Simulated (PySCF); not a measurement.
Compound: C3H9NOSi2.
Atom-mapped SMILES: `[O:1]=[CH:2][N:3]1[SiH2:4][CH2:5][CH2:6][SiH2:7]1`

NICS is the negative of the GIAO shielding at a point without a nucleus: at the ring centre (0) and 1 Å above and below it (1); zz is the component along the ring normal. Level: GIAO PBE0/pcSseg-1 (PySCF, non-relativistic, gas phase) on the GFN2-xTB geometry, one conformer.

Ring bond lengths (Å), with Mayer bond orders in brackets: N3–Si4 1.773 (0.79), Si4–C5 1.909 (0.89), C5–C6 1.536 (1.02), C6–Si7 1.901 (0.93), Si7–N3 1.748 (0.83).

Give the NICS values of each ring in ppm.

| ring | type | NICS(0) | NICS(1), two faces | NICS(1)zz, two faces | rms pucker (Å) | centre to ring atoms, mean (Å) |
| --- | --- | --- | --- | --- | --- | --- |
| N3–Si4–C5–C6–Si7 | 5-membered ring with N and 2 Si; formal bonds all single | -4.6 | -3.0 / -2.8 | -0.1 / -0.2 | 0.17 | 1.49 |

What do they say, and how far can they be read as aromaticity?

- N3–Si4–C5–C6–Si7: mean NICS(1)zz -0.2 ppm, near zero. Si4, C5, C6, Si7 have four or more neighbours, and the NICS criterion for π rings isn't applied.

At the second NICS(1) probe listed for ring N3–Si4–C5–C6–Si7, 1 Å off the ring, how large is the induced field along the normal in 7.05 T applied along it?

NICSzz × B0 = -0.2 ppm × 7.05 T = -1 μT, against the applied field.

List the ring angles and the Hirshfeld charges of the ring atoms.

- N3–Si4–C5–C6–Si7: N3 118.3° (-0.231 e), Si4 95.2° (+0.376 e), C5 109.9° (-0.161 e), C6 108.9° (-0.155 e), Si7 96.1° (+0.389 e); sum 528.4° against 540° for a flat convex ring.

How shielded are the nuclei of the rings and their hydrogens (means over atoms taken as equivalent)?

```
        atoms                  environment  σ isotropic (ppm)  principal values of the symmetric part, first atom (ppm)
           N3               amide nitrogen              141.7                                        32.1, 154.4, 238.6
     Si4 (×2)                 SiH2 silicon              376.7                                       335.5, 379.3, 408.6
      C5 (×2)  sp3 carbon bound to silicon              179.7                                       173.2, 178.2, 192.6
H on Si4 (×4)                Si–H hydrogen              26.74                                          23.1, 24.6, 32.6
 H on C5 (×4)           methylene hydrogen              30.55                                          25.3, 28.0, 38.5
```
